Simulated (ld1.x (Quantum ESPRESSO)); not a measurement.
Hg, TM: configuration errors across variants

```
Element                 : Hg (Z = 80)
Generator               : ld1.x (Quantum ESPRESSO) 7.5
Type                    : norm-conserving Troullier–Martins (Kleinman–Bylander form)
Functional              : PBE
Relativity              : scalar-relativistic
Frozen core             : [Kr] 4d10 4f14 5s2
Valence charge          : 18
Reference configuration : 5p6 5d10 6s2 6p0
Partial waves           : 6s (bound): rc 1.85 bohr; 5d (bound): rc 1.75 bohr; 5p (bound): rc 1.50 bohr
Local potential         : the p channel
Core correction         : a·sin(br)/r model core inside 1.25 bohr
```

All-electron excitation energies from the reference (eV): (1) 5p6 5d10 6s1 6p0 10.688; (2) 5p6 5d10 6s0 6p0 29.663; (3) 5p6 5d9 6s0 6p0 65.189; (4) 5p6 5d8 6s0 6p0 114.945; (5) 5p6 5d10 6s1.5 6p0 4.356; (6) 5p6 5d10 6s0 6p1 18.098; (7) 5p5 5d10 6s2 6p0 73.273.

Tests that are not counted but printed errors over 1 eV. “all radii but the core radius scaled by about 0.78 (s 1.44, p 1.18, d 1.38 bohr)”: 5p5 5d10 6s2 6p0 (solver errors, printed error -18.2 eV).

A true bound ghost makes a file unfit for plane-wave use even where its test errors are small: the radial tests pick states by their node count and pass the ghost by. Where a test does run into it, the solver fails or the error is huge.

Errors AE − PS in meV (a dash: test not solved or not reliable):

```tsv
change	(1)	(2)	(3)	(4)	(5)	(6)	(7)	bound ghosts
base	-10	-42	-18	-2.3	-2.9	+221	-212	s
all radii but the core radius scaled by about 0.78 (s 1.44, p 1.18, d 1.38 bohr)	-19	-10	-18	-51	-7.8	+63	–	s
all radii but the core radius scaled by about 0.88 (s 1.64, p 1.32, d 1.54 bohr)	-9.8	-24	-19	-32	-3.1	+102	-317	s
all radii but the core radius scaled by about 1.13 (s 2.10, p 1.70, d 1.98 bohr)	-11	-49	-21	-0.2	-3.1	+467	-252	s
all radii but the core radius scaled by about 1.34 (s 2.48, p 2.02, d 2.34 bohr)	-9.3	-44	-57	-52	-2.6	+657	-301	s
```

Problem. Give the same row for: all radii but the core radius scaled by about 1.28 (s 2.36, p 1.92, d 2.24 bohr).

Solution. -9.9, -45, -40, -24, -2.8, +621, -295; bound ghosts: s.
